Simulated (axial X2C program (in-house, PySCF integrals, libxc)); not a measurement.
Outer orbitals of MgRu at 2.633 Å, r2SCAN

All values were computed with an axial X2C code built on PySCF integrals. Spin-free means the one-electron spin-free X2C Hamiltonian; two-component (2c) means X2C with spin–orbit coupling and atomic mean-field two-electron Coulomb and Gaunt terms, so the difference of the two also holds small scalar two-electron terms. Basis: Ru dyall-cv3z [12s12p8d5f3g], Mg dyall-cv3z [9s8p6d3f] (cores contracted in-house); Gaussian nuclei, density fitting, unrestricted open shells. Masses: Ru 101.904 u, Mg 23.985 u.

The distance is close to the 2c PBE0 minimum; the highest filled and lowest empty levels are listed.

Spin-free orbitals, state M_S = 2, Λ = 0 (beyond evenly filled blocks: 2 × σα, δ+α, δ-α) (Löwdin shares):

| symmetry | occupied | ε (eV) | atomic character |
| --- | --- | --- | --- |
| δ-α | yes | -7.01 | 100% Ru d |
| δ+α | yes | -7.01 | 100% Ru d |
| σα | yes | -6.78 | 88% Ru d, 8% Mg s |
| σα | yes | -5.81 | 47% Ru s, 40% Mg s, 8% Ru d |
| π+α | yes | -5.80 | 97% Ru d |
| π-α | yes | -5.80 | 97% Ru d |
| σβ | yes | -5.69 | 46% Mg s, 27% Ru s, 11% Ru d |
| π-β | yes | -4.63 | 93% Ru d, 4% Mg p |
| π+β | yes | -4.63 | 93% Ru d, 4% Mg p |
| σα | yes | -4.07 | 36% Mg p, 22% Ru s, 22% Mg s |
| δ-β | no | -3.11 | 100% Ru d |
| δ+β | no | -3.11 | 100% Ru d |
| σβ | no | -2.39 | 70% Ru d, 12% Mg s, 8% Mg p |
| σβ | no | -2.05 | 34% Ru s, 29% Mg p, 13% Ru p |

Spinors with spin–orbit coupling (state Ω = 2):

```json
{"ω": "-3/2", "occupied": "yes", "ε (eV)": "-7.14", "atomic character": "100% Ru d", "λ mixture": "100% δ"}
{"ω": "5/2", "occupied": "yes", "ε (eV)": "-6.89", "atomic character": "100% Ru d", "λ mixture": "100% δ"}
{"ω": "1/2", "occupied": "yes", "ε (eV)": "-6.79", "atomic character": "88% Ru d, 8% Mg s", "λ mixture": "100% σ"}
{"ω": "-1/2", "occupied": "yes", "ε (eV)": "-5.87", "atomic character": "94% Ru d", "λ mixture": "96% π, 4% σ"}
{"ω": "1/2", "occupied": "yes", "ε (eV)": "-5.81", "atomic character": "47% Ru s, 40% Mg s, 8% Ru d", "λ mixture": "100% σ"}
{"ω": "3/2", "occupied": "yes", "ε (eV)": "-5.75", "atomic character": "97% Ru d", "λ mixture": "100% π"}
{"ω": "-1/2", "occupied": "yes", "ε (eV)": "-5.68", "atomic character": "44% Mg s, 26% Ru s, 15% Ru d", "λ mixture": "96% σ, 4% π"}
{"ω": "1/2", "occupied": "yes", "ε (eV)": "-4.69", "atomic character": "93% Ru d, 4% Mg p", "λ mixture": "99% π, 1% σ"}
{"ω": "-3/2", "occupied": "yes", "ε (eV)": "-4.58", "atomic character": "93% Ru d, 4% Mg p", "λ mixture": "100% π"}
{"ω": "1/2", "occupied": "yes", "ε (eV)": "-4.07", "atomic character": "36% Mg p, 22% Ru s, 22% Mg s", "λ mixture": "100% σ"}
{"ω": "3/2", "occupied": "no", "ε (eV)": "-3.24", "atomic character": "100% Ru d", "λ mixture": "100% δ"}
{"ω": "-5/2", "occupied": "no", "ε (eV)": "-3.00", "atomic character": "99% Ru d", "λ mixture": "100% δ"}
{"ω": "-1/2", "occupied": "no", "ε (eV)": "-2.40", "atomic character": "70% Ru d, 12% Mg s, 8% Mg p", "λ mixture": "100% σ"}
{"ω": "-1/2", "occupied": "no", "ε (eV)": "-2.05", "atomic character": "34% Ru s, 30% Mg p, 13% Ru p", "λ mixture": "100% σ"}
```

Task: How does the gap between the highest filled and lowest empty level change from the spin-free to the 2c table?

Result: From 0.96 to 0.83 eV at r2SCAN, a change of -0.13 eV.

Mulliken charges and populations of the two-component result (they depend on the basis, above all on diffuse functions):

Ru -0.23 e (s 9.15 p 18.14 d 16.94), Mg 0.23 e (s 5.37 p 6.36 d 0.03 f 0.01). ⟨Lz⟩ = 0.00 ħ and ⟨Sz⟩ = 2.00 ħ (1.81 and 0.18 on the two atoms), which add up to Ω.

The state is one determinant whose occupation by symmetry is held fixed; it was picked as the lowest of a PBE0 search that is not exhaustive. Density functionals use the spin component along the axis (collinear). Other states lie close and PBE0, whose exact exchange favours high spin, may order them wrongly; the determinant shown need not be the ground state. The nearest other spin-free determinant of the search, M_S = 1, Λ = 0, lies 0.36 eV up at the distance of the search. With several unpaired electrons one determinant need not be a pure state. Open-shell Ω = 0 determinants with evenly filled partner blocks cannot be reached by this program, so the Ω shown need not be the lowest component.
